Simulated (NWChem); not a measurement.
# Excited singlets of CH3Si (+1) by symmetry

```xyz
5

C     -0.2870    -1.0870     0.0000
Si     0.1967     0.5779     0.0000
H     -0.1917    -1.6954    -0.9276
H     -0.1917    -1.6954     0.9276
H     -0.6476     1.8225     0.0000
```
Charge +1, spin multiplicity 1.

The numbers come from NWChem runs, not from measurements. Structure: optimised with PBE/def2-SVP, a minimum by its harmonic frequencies.

Basis set: def2-SVPD. Symmetry labels belong to the abelian group Cs used in the runs, with the axes of the coordinates shown. Entries are the lowest vertical excitation energy of each symmetry in eV (for CIS and TDDFT among the lowest few roots); a state of one symmetry need not have the same character in every method. Symmetries that some method's roots don't reach, or where a double excitation leads the EOM-CCSD root, are left out.

The correlated methods keep 6 core orbitals frozen. B3LYP has NWChem's definition, with VWN1-RPA local correlation. The spin multiplicity of the parent species was assumed, not shown to be that of its ground state. The structure started from a generated list of species. Coupled-cluster values serve here as a point of comparison, not as the truth.

```csv
method,a",a'
CIS,2.98,4.18
TD-PBE,2.90,3.88
TD-B3LYP,2.91,3.87
TDA-PBE0,2.95,4.40
EOM-CCSD,2.99,4.37
```
